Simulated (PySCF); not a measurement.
C4H4ClF. Atoms are numbered in the order given.

```xyz
10

C      1.1048    -1.9845     0.0000
C      0.4670    -0.8020     0.0000
Cl    -1.2869    -0.7829     0.0000
C      1.1705     0.4759     0.0000
C      0.7055     1.7332     0.0000
F     -0.5772     2.0801     0.0000
H      0.5566    -2.9269     0.0000
H      2.1967    -2.0150     0.0000
H      2.2608     0.3940     0.0000
H      1.3714     2.6013     0.0000
```
Charge 0, spin multiplicity 1.

Geometry optimised at B3LYP-D3(BJ)/def2-SVP. The structure was generated by enumeration; whether it is a known compound was not checked. One conformer was computed; it need not be the lowest.

Level of theory: TDDFT-PBE0/def2-SVPD in PySCF.

Vertical excitations. Gas-phase values at a fixed geometry. State labels are in the subgroup Cs.

```json
[
 {"state": "S1", "symmetry": "A'", "energy (eV)": "5.48", "λ (nm)": "226", "f": "0.458", "main pairs": "HOMO→LUMO 97 %"},
 {"state": "S2", "symmetry": "A\"", "energy (eV)": "6.05", "λ (nm)": "205", "f": "0.001", "main pairs": "HOMO→LUMO+1 92 %"},
 {"state": "S3", "symmetry": "A\"", "energy (eV)": "6.10", "λ (nm)": "203", "f": "0.001", "main pairs": "HOMO−2→LUMO 99 %"},
 {"state": "S4", "symmetry": "A'", "energy (eV)": "6.25", "λ (nm)": "199", "f": "0.084", "main pairs": "HOMO−1→LUMO 90 %"},
 {"state": "S5", "symmetry": "A\"", "energy (eV)": "6.58", "λ (nm)": "188", "f": "0.002", "main pairs": "HOMO→LUMO+2 91 %"},
 {"state": "S6", "symmetry": "A\"", "energy (eV)": "7.21", "λ (nm)": "172", "f": "0.022", "main pairs": "HOMO→LUMO+3 95 %"},
 {"state": "S7", "symmetry": "A'", "energy (eV)": "7.39", "λ (nm)": "168", "f": "0.077", "main pairs": "HOMO→LUMO+4 84 %"},
 {"state": "S8", "symmetry": "A\"", "energy (eV)": "7.58", "λ (nm)": "164", "f": "0.001", "main pairs": "HOMO−1→LUMO+1 61 %, HOMO→LUMO+5 23 %, HOMO−1→LUMO+2 9 %"},
 {"state": "S9", "symmetry": "A\"", "energy (eV)": "7.72", "λ (nm)": "161", "f": "0.002", "main pairs": "HOMO→LUMO+5 71 %, HOMO−1→LUMO+1 18 %"},
 {"state": "S10", "symmetry": "A'", "energy (eV)": "7.73", "λ (nm)": "160", "f": "0.003", "main pairs": "HOMO−2→LUMO+1 75 %, HOMO−2→LUMO+2 23 %"},
 {"state": "T1", "symmetry": "A'", "energy (eV)": "2.98", "λ (nm)": "416", "f": "0", "main pairs": "HOMO→LUMO 95 %"},
 {"state": "T2", "symmetry": "A'", "energy (eV)": "4.75", "λ (nm)": "261", "f": "0", "main pairs": "HOMO−1→LUMO 66 %, HOMO→LUMO+4 23 %"},
 {"state": "T3", "symmetry": "A\"", "energy (eV)": "5.77", "λ (nm)": "215", "f": "0", "main pairs": "HOMO→LUMO+1 77 %, HOMO→LUMO+2 14 %"},
 {"state": "T4", "symmetry": "A\"", "energy (eV)": "5.99", "λ (nm)": "207", "f": "0", "main pairs": "HOMO−2→LUMO 98 %"}
]
```
Triplets are in the Tamm–Dancoff approximation, which puts them higher than full response would, so one can lie above its singlet here.
